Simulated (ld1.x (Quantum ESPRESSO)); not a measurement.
## Transferability test, PAW potential for bromine

Br (Z = 35), PAW, made with ld1.x (Quantum ESPRESSO) 7.5 (BP86, scalar-relativistic). Core [Ar] 3d10, reference 4s1.5 4p5.5. Waves: 4s (bound): rcut 1.20, rcutus 1.30 bohr; 4s channel at -0.5 Ry: rcut 1.20, rcutus 1.30 bohr; 4p (bound): rcut 1.20, rcutus 1.65 bohr; 4p channel at -0.05 Ry: rcut 1.20, rcutus 1.65 bohr; 4d channel at 0.05 Ry: rcut 1.25, rcutus 1.35 bohr. Local part: all-electron potential smoothed inside 1.35 bohr (lloc = -2). Core correction: Bessel-smoothed model core inside 0.70 bohr. Augmentation charge: PSQ, inside the norm-conserving radii.

Energies are relative to the spin-unpolarised reference configuration 4s1.5 4p5.5; without spin polarisation the order of configurations can differ from experiment. The frozen-core shift is the all-electron ΔE with the core orbitals held at their reference shape minus the fully relaxed ΔE.

| valence configuration | charge | ΔE all-electron (eV) | error AE − PS (meV) | frozen-core shift (meV) |
| --- | --- | --- | --- | --- |
| 4s2 4p5 | 0 | -6.173 | -0.4 | +0.9 |
| 4s2 4p4 | +1 | 6.489 | -2.2 | +1.8 |
| 4s1 4p5 | +1 | 19.515 | -8.6 | +7.9 |
| 4s2 4p2 | +3 | 63.499 | -65 | +65 |
| 4s1 4p6 | 0 | 6.222 | -1.4 | +1.1 |
| 4s2 4p1 | +4 | 109.703 | -189 | +191 |

(1) What are ΔE and the potential's error for 4s2 4p3?

Answers

(1) ΔE = 29.371 eV all-electron; the error (AE − PS) is -16 meV.
